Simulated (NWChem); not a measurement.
Species: C2H3Cl2F; SMILES FC(C)(Cl)Cl

Computed with NWChem. Pople sets run with spherical d functions. All runs use the structure optimised with PBE0/def2-SVP. B3LYP is NWChem's, with the RPA form of VWN correlation.

Task: What does the run give for B3LYP/6-311++G**? Quantities: highest occupied level (eV); orbital gap (eV); dipole (D).

Result: 
```
Item                         Value
---------------------------  -----
highest occupied level (eV)  -8.70
orbital gap (eV)              7.93
dipole (D)                    2.13
```
